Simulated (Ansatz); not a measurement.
Compare A (`O=CNC(F)[SiH3]`) with its isomer B (`C=C[Si](N)(O)F`).

Gas-phase electronic energies from Ansatz, PBE0-D4/def2-TZVP geometries. CBS: MP2 limit from def2 TZ/QZ plus the TZ coupled-cluster correction, frozen cores. Functionals use def2-TZVPP. Each species was taken in one conformer, which may not be the lowest.

Q: Which isomer does CCSD(T)/CBS put lower? Give the gap. (Estimate.)

A: Computed: B, by 109.7 kcal/mol.

Q: Give E(B) − E(A) in kcal/mol with HF/def2-TZVPP, MP2/def2-TZVPP, r2SCAN-D4, CCSD/def2-TZVPP, PBE0-D4, B2PLYP, PBE-D4. (An estimate is asked.)

A: Computed: HF/def2-TZVPP -107.2, MP2/def2-TZVPP -110.1, r2SCAN-D4 -101.6, CCSD/def2-TZVPP -107.8, PBE0-D4 -98.6, B2PLYP -104.1, PBE-D4 -92.9. None reverses the order clearly.

Largest T1 diagnostic: 0.015.

The D4 term adds −1.1 kcal/mol with B3LYP and −0.6 kcal/mol with PBE0; it sums over pairs of atoms, weighted by their polarisabilities, and B3LYP, whose exchange is more repulsive, gets the larger term. From PBE to PBE0 (25 % exact exchange), in def2-TZVPP and without D4, E(B) − E(A) moves by −5.8 kcal/mol.

B3LYP here is the variant with VWN-RPA as its local correlation; programs differ in this.
